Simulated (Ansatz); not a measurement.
The cluster KH2⁻, relaxed as a quintet with UKS B3LYP-D4/def2-TZVPD in Ansatz, starting from the B3LYP-D4/def2-TZVPD geometry of the charge -1 singlet. Force threshold 0.02 eV/Å.

The highest occupied level of the charge -1 quintet lies above zero (up to 1.11 eV). It is a level of α spin, whose loss leaves a quartet; that state wasn't run at this geometry and level. The electron is either unbound and held by the finite basis, or the level is raised by self-interaction error. In the quintet geometry the species has come apart into loosely held pieces. At B3LYP-D4/def2-TZVPD a singlet of charge -1 lies 3.78 eV below the quintet, each at its own geometry. The structure comes from a short search, and lower isomers may exist.

Start:

```xyz
3

K     0.0046    0.0001    0.0027
H    -0.6650   -2.1220    1.1812
H     0.6605    2.1219   -1.1838
```

```tsv
step	energy (eV)	largest force component (eV/Å)	SCF passes
1	-16351.5229	0.380	147
2	-16351.6714	0.472	138
3	-16352.0461	2.061	173
4	-16352.8797	0.524	227
5	-16352.9366	0.095	236
6	-16352.9409	0.040	144
7	-16352.9419	0.007	103
```

Force components are those of the run's own axes.

End:

```xyz
3

K     0.004    0.000    0.003
H    -0.849   -2.712    1.510
H     0.845    2.712   -1.513
```

Bonds lost: K1–H2, K1–H3 (atoms count from 1). The end holds 3 separate pieces.

No frequencies were taken in this run, so the end may be a saddle point.

Run time 25 s (4 threads of Arm Neoverse V2 on a shared host).
